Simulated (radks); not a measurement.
Q: Neutral iron, configuration [Ne] 3s2 3p5 3d6 4s2 4d1 (not the ground configuration). Method: Dirac Kohn-Sham, PBEsol, spin-unpolarised, spherical densities, finite nucleus; open shells are shared between the two j in proportion to 2j + 1; Fermi nuclear charge, rms radius 3.7377 fm; computed with a radial shooting solver on a logarithmic mesh with Libxc functionals. Some entries of the table are withheld. Estimate them.

orbital,occ.,eigenvalue (eV),r(max) (bohr),<r^2> (bohr^2)
1s1/2,2,(1),0.03829,0.004601
2s1/2,2,-833.1632,0.2225,0.08415
2p1/2,2,-720.9785,(2),0.06706
2p3/2,4,-708.4915,(3),0.06868
3s1/2,2,-106.4622,0.6986,0.7459
3p1/2,1.66667,-73.4770,(4),0.8293
3p3/2,3.33333,-71.8889,(5),0.8469
3d3/2,2.4,-19.0727,0.6924,1.325
3d5/2,3.6,-18.8981,0.6947,1.337
4s1/2,2,-10.8499,2.181,7.520
4d3/2,0.4,-0.6941,(6),101.2
4d5/2,0.6,-0.6929,(7),101.5

A: 
(1) 1s1/2 eigenvalue (eV): -7007.250
(2) 2p1/2 r(max) (bohr): 0.1780
(3) 2p3/2 r(max) (bohr): 0.1805
(4) 3p1/2 r(max) (bohr): 0.7045
(5) 3p3/2 r(max) (bohr): 0.7116
(6) 4d3/2 r(max) (bohr): 8.305
(7) 4d5/2 r(max) (bohr): 8.318
